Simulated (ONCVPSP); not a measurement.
# holmium (Ho) ONCV: all-electron and pseudo phase curves

ONCVPSP 4.0.1 input, shortened (lines: element, Z, core and valence counts, functional; n l f; lmax; l rc ep ncon nbas qcut; lloc lpopt rc5 dvloc0; l nproj debl; icmod fcfact rcfact), PBE, scalar-relativistic:

```
  Ho 67.00   10    4        4      upf
    1    0    2.00
    2    0    2.00
    2    1    6.00
    3    0    2.00
    3    1    6.00
    3    2   10.00
    4    0    2.00
    4    1    6.00
    4    2   10.00
    5    0    2.00
    4    3   11.00
    5    1    6.00
    6    0    1.75
    6    1    0.25
    3
    0    3.75    0.00    5    9    1.70
    1    2.40    0.00    3    7    5.00
    2    3.45    0.35    3    6    2.60
    3    1.00    0.00    3    8   16.80
    4    5    0.65   -1.00
    0    2    0.50
    1    2    3.70
    2    2    2.20
    3    3    1.40
    3    1.50    1.68
```

In the d channel the program set the typed energies aside and used -0.048, 2.152 Ha.

The phase is arctan(r·R′/R) of the radial function R(r), unwrapped; energies in Ha, scanned from -2 to 5 Ha. A pole is an energy at which the radial function vanishes at the test radius. The pseudo phase is shifted by a multiple of π to meet the all-electron one at the reference energy, and phase errors are pseudo minus all-electron; the curves can meet again beyond the range given. Levels narrower than the energy grid can be missing from the lists of poles. Where the grid stepped over a known ghost or core level, its pole and its step of π were put in at the level’s energy.

```
channel  radius (bohr)  reference energy (Ha)  poles, all-electron     poles, pseudo  unbroken range about the reference energy with phases within 0.05 rad  phase error 1 Ha above the reference energy (rad)
      s           3.81                  -0.15    -1.87, 0.29, 2.34  0.29, 1.47, 2.72                                                            -1.9 to 0.9                                             -0.018
      p           2.43                  -0.05          -0.74, 3.39       -0.74, 3.25                                                              below 4.2                                             -0.006
      d           3.50                  -0.05     0.15, 1.85, 4.67        0.17, 1.87                                                              below 0.3                                             +0.327
      f           1.02                  -0.13                 1.54              1.54                                                        the whole range                                             +0.000
```

Note: ghosts flagged at negative energy: s at -969.3 eV, s at -199.8 eV, p at -283.2 eV, d at -95.8 eV; GHOST(+) flagged for s at 39.0 eV, d at 198.4 eV. A true bound ghost makes a file unfit for plane-wave use.

Phases in the d channel:

```csv
E (Ha),all-electron,pseudo
-1.98,1.402,1.402
-1.62,1.380,1.381
-1.26,1.347,1.349
-0.90,1.292,1.295
-0.54,1.160,1.168
-0.18,0.183,0.204
0.18,-1.603,-1.585
0.54,-2.107,-1.947
0.90,-4.101,-3.618
1.26,-4.540,-4.486
1.62,-4.662,-4.650
1.98,-4.738,-4.737
2.34,-4.820,-4.817
2.70,-4.999,-4.942
3.06,-6.604,-5.319
3.42,-7.611,-6.968
3.78,-7.745,-7.530
4.14,-7.801,-7.667
4.50,-7.839,-7.730
4.86,-7.870,-7.767
```
